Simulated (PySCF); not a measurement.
Compound: C3H3Br.
Z-matrix (Å and degrees, PBE0-D3(BJ)/def2-SVP geometry), rows numbered from 1:
```
Br
C   1  1.9676
C   2  1.4675  1  120.03
C   3  1.3051  2   63.60  1  -106.64
H   2  1.0966  1  107.11  3   149.14
H   3  1.0869  2  145.79  4   176.80
H   4  1.0869  2  145.79  3  -176.60
```

Method used: EOM-IP-CCSD/aug-cc-pVDZ in PySCF, restricted Hartree–Fock reference, frozen core, non-relativistic, gas phase, PBE0-D3(BJ)/def2-SVP geometry.

Hartree–Fock orbital energies give these Koopmans values (eV): HOMO 10.23, HOMO-1 10.36, HOMO-2 10.73, HOMO-3 13.59, HOMO-4 14.08, HOMO-5 15.94, HOMO-6 19.34.

Task: What vertical ionisation energies does EOM-IP-CCSD give?

Result: 
```tsv
leading hole (HF orbital)	Koopmans (eV)	EOM-IP-CCSD (eV)	change (eV)	one-hole share
HOMO-1	10.36	9.73	-0.63	0.96
HOMO-2	10.73	10.03	-0.70	0.96
HOMO	10.23	10.27	+0.04	0.96
HOMO-3	13.59	12.47	-1.12	0.95
HOMO-4	14.08	13.08	-1.00	0.95
HOMO-5	15.94	14.88	-1.06	0.94
HOMO-6	19.34	17.53	-1.81	0.92
```

Task: Does the order of the lines follow the orbital energies?

Result: No: the HOMO-1 hole (9.73 eV) falls below the HOMO hole (10.27 eV); the HOMO-2 hole (10.03 eV) falls below the HOMO hole (10.27 eV). The corrections run from -1.81 to +0.04 eV, with a mean of -0.90 eV over the 7 lines; EOM-IP-CCSD lies above the Koopmans value for HOMO. Koopmans values leave out both the relaxation of the orbitals and the change in correlation energy.

Task: At what kinetic energies would He II light (40.81 eV) eject these electrons?

Result: 31.08 eV (HOMO-1), 30.78 eV (HOMO-2), 30.54 eV (HOMO), 28.34 eV (HOMO-3), 27.73 eV (HOMO-4), 25.93 eV (HOMO-5), 23.28 eV (HOMO-6).

Task: What total energy has the lowest final state, and which wavelength reaches it?

Result: E(CCSD) + ionisation energy = -2688.22963 + 0.35774 = -2687.87189 Eh, at the geometry of the initial state. The threshold wavelength is 1239.84 eV nm/9.73 eV = 127.4 nm.

One root was sought for each valence orbital with −ε under 21 eV, eight at most, so deeper holes and satellites are missing; no vibrational structure.
